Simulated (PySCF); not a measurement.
HCl3HfO, triplet, at a GFN2-xTB geometry of the parent state (such geometries of metal compounds can be far from the true shape) (the multiplicity is a formal guess) (core potentials on Hf); DF-SVWN5/def2-SV(P) (PySCF).

Input for PySCF:
```python
from pyscf import gto, scf, dft

mol = gto.Mole()
mol.atom = '''
    Hf   -0.137284    0.098940    0.029640
    Cl    1.936572    0.720506   -0.744150
    Cl    0.442319   -0.229020    2.229455
    Cl   -0.797900   -1.351164   -1.667728
    O    -1.819359    0.899210    0.155111
    H    -2.437542    0.297175   -0.273769
'''
mol.basis = 'def2-sv(p)'
mol.ecp = {'Hf': 'def2-sv(p)'}
mol.charge = 0
mol.spin = 2
mol.verbose = 4
mol.build()

mf = dft.ROKS(mol)
mf.xc = 'lda,vwn'
mf = mf.density_fit(auxbasis='def2-universal-jkfit')
mf.kernel()
```

### Question
Write the output that PySCF gives for this input, abridged.

### Answer

```
PySCF version 2.14.0

[INPUT] verbose = 4
[INPUT] num. atoms = 6
[INPUT] num. electrons = 72
[INPUT] charge = 0
[INPUT] spin (= nelec alpha-beta = 2S) = 2
[INPUT] symmetry False subgroup None
[INPUT] Mole.unit = angstrom
[INPUT] Symbol           X                Y                Z      unit          X                Y                Z       unit  Magmom
[...]
nuclear repulsion = 369.668871368567
number of shells = 43
number of NR pGTOs = 186
number of NR cGTOs = 95
basis = def2-sv(p)
ecp = {'Hf': 'def2-sv(p)'}

******** <class 'pyscf.df.df_jk.DFROKS'> ********
method = DFROKS
initial guess = minao
damping factor = 0
level_shift factor = 0
DIIS = <class 'pyscf.scf.diis.CDIIS'>
diis_start_cycle = 1
diis_space = 8
diis_damp = 0
SCF conv_tol = 1e-09
SCF conv_tol_grad = None
SCF max_cycles = 50
direct_scf = False
num. doubly occ = 35  num. singly occ = 2
XC library pyscf.dft.libxc version 7.1.2
    S. Lehtola, C. Steigemann, M. J. T. Oliveira, and M. A. L. Marques,  SoftwareX 7, 1–5 (2018)
XC functionals = lda,vwn
    P. A. M. Dirac,  Math. Proc. Cambridge Philos. Soc. 26, 376 (1930)
    F. Bloch,  Z. Phys. 57, 545 (1929)
    S. H. Vosko, L. Wilk, and M. Nusair,  Can. J. Phys. 58, 1200 (1980)
radial grids:
    Treutler-Ahlrichs [JCP 102, 346 (1995); DOI:10.1063/1.469408] (M4) radial grids

becke partition: Becke, JCP 88, 2547 (1988); DOI:10.1063/1.454033
pruning grids: <function nwchem_prune>
grids dens level: 3
symmetrized grids: False
atomic radii adjust function: <function treutler_atomic_radii_adjust>
small_rho_cutoff = 0
Set gradient conv threshold to 3.16228e-05
tot grids = 104328
init E= -1486.73144559429
[...]
cycle= 1 E= -1498.18188087076  delta_E= -11.5  |g|= 1.64  |ddm|=  5.5
[...]
cycle= 2 E= -1491.39709980087  delta_E= 6.78  |g|= 3.87  |ddm|= 7.78

WARN: HOMO -0.0538624740523827 >= LUMO -0.296336715699466

cycle= 3 E= -1497.63871592624  delta_E= -6.24  |g|= 1.73  |ddm|= 7.55

WARN: HOMO -0.106140270942657 >= LUMO -0.132284966794005

cycle= 4 E= -1498.66093614007  delta_E= -1.02  |g|= 0.669  |ddm|= 3.12
[...]
cycle= 5 E= -1498.52713578101  delta_E= 0.134  |g|= 1.06  |ddm|= 2.26
[...]
cycle= 6 E= -1498.85317250964  delta_E= -0.326  |g|= 0.432  |ddm|= 0.716
[...]
cycle= 7 E= -1498.87029845689  delta_E= -0.0171  |g|= 0.379  |ddm|= 1.15
[...]
cycle= 8 E= -1498.89476310042  delta_E= -0.0245  |g|= 0.327  |ddm|= 1.08
[...]
cycle= 9 E= -1498.92514567097  delta_E= -0.0304  |g|= 0.181  |ddm|= 1.05
[...]
cycle= 10 E= -1498.9190780862  delta_E= 0.00607  |g|= 0.216  |ddm|= 1.07
[...]
cycle= 11 E= -1498.918528933  delta_E= 0.000549  |g|= 0.194  |ddm|= 0.541
[...]
cycle= 12 E= -1498.91894336409  delta_E= -0.000414  |g|= 0.182  |ddm|= 1.04
[...]
cycle= 13 E= -1498.91297218055  delta_E= 0.00597  |g|= 0.194  |ddm|= 0.998
[...]
cycle= 14 E= -1498.93560228692  delta_E= -0.0226  |g|= 0.11  |ddm|= 1.06
[...]
cycle= 15 E= -1498.92674350885  delta_E= 0.00886  |g|= 0.15  |ddm|= 0.92
[...]
cycle= 16 E= -1498.93258484989  delta_E= -0.00584  |g|= 0.136  |ddm|= 0.937
[...]
cycle= 17 E= -1498.92979481215  delta_E= 0.00279  |g|= 0.141  |ddm|= 0.797
[...]
cycle= 18 E= -1498.92767096217  delta_E= 0.00212  |g|= 0.156  |ddm|= 0.764
[...]
cycle= 19 E= -1498.93330398797  delta_E= -0.00563  |g|= 0.131  |ddm|= 0.88
[...]
cycle= 20 E= -1498.93882234749  delta_E= -0.00552  |g|= 0.0938  |ddm|= 0.502
[...]
cycle= 21 E= -1498.93306205035  delta_E= 0.00576  |g|= 0.134  |ddm|= 0.348
[...]
cycle= 22 E= -1498.91556925352  delta_E= 0.0175  |g|= 0.211  |ddm|= 1.01
[...]
cycle= 23 E= -1498.92480232907  delta_E= -0.00923  |g|= 0.176  |ddm|= 0.959
[...]
cycle= 24 E= -1498.93042911529  delta_E= -0.00563  |g|= 0.139  |ddm|= 0.916
[...]
cycle= 25 E= -1498.93022719313  delta_E= 0.000202  |g|= 0.158  |ddm|= 0.397
[...]
cycle= 26 E= -1498.93000784613  delta_E= 0.000219  |g|= 0.152  |ddm|= 0.154
[...]
cycle= 27 E= -1498.92734593852  delta_E= 0.00266  |g|= 0.168  |ddm|= 0.959
[...]
cycle= 28 E= -1498.93087648811  delta_E= -0.00353  |g|= 0.12  |ddm|= 0.865
[...]
cycle= 29 E= -1498.92767248933  delta_E= 0.0032  |g|= 0.137  |ddm|= 1.08
[...]
cycle= 30 E= -1498.93029467598  delta_E= -0.00262  |g|= 0.133  |ddm|= 0.376
[...]
cycle= 31 E= -1498.93637521528  delta_E= -0.00608  |g|= 0.0993  |ddm|= 0.241
[...]
cycle= 32 E= -1498.94017876524  delta_E= -0.0038  |g|= 0.0651  |ddm|= 0.406
[...]
cycle= 33 E= -1498.91279520561  delta_E= 0.0274  |g|= 0.211  |ddm|= 0.956
[...]
cycle= 34 E= -1498.93117327168  delta_E= -0.0184  |g|= 0.131  |ddm|= 0.83
[...]
cycle= 35 E= -1498.93715534416  delta_E= -0.00598  |g|= 0.11  |ddm|= 0.541
[...]
cycle= 36 E= -1498.93435199187  delta_E= 0.0028  |g|= 0.112  |ddm|= 0.542
[...]
cycle= 37 E= -1498.91702835904  delta_E= 0.0173  |g|= 0.199  |ddm|= 0.745
[...]
cycle= 38 E= -1498.93391961055  delta_E= -0.0169  |g|= 0.124  |ddm|= 1.08
[...]
cycle= 39 E= -1498.92730188271  delta_E= 0.00662  |g|= 0.146  |ddm|= 0.739
[...]
cycle= 40 E= -1498.92652286987  delta_E= 0.000779  |g|= 0.154  |ddm|= 0.175
[...]
cycle= 41 E= -1498.93771338255  delta_E= -0.0112  |g|=  0.1  |ddm|= 0.644
[...]
cycle= 42 E= -1498.92176109501  delta_E= 0.016  |g|= 0.19  |ddm|= 1.04
[...]
cycle= 43 E= -1498.9210699578  delta_E= 0.000691  |g|= 0.179  |ddm|= 1.06
[...]
cycle= 44 E= -1498.92018482294  delta_E= 0.000885  |g|= 0.185  |ddm|= 0.258
[...]
cycle= 45 E= -1498.92467581529  delta_E= -0.00449  |g|= 0.157  |ddm|= 0.477
[...]
cycle= 46 E= -1498.92897275933  delta_E= -0.0043  |g|= 0.135  |ddm|= 1.08
[...]
cycle= 47 E= -1498.93354323214  delta_E= -0.00457  |g|= 0.143  |ddm|=  0.8
[...]
cycle= 48 E= -1498.9412309343  delta_E= -0.00769  |g|= 0.0476  |ddm|=  0.6
[...]
cycle= 49 E= -1498.92960753599  delta_E= 0.0116  |g|= 0.159  |ddm|= 0.676
[...]
cycle= 50 E= -1498.93062229586  delta_E= -0.00101  |g|= 0.154  |ddm|= 0.0772
SCF not converged.
SCF energy = -1498.93062229586
```

Convergence was not reached.
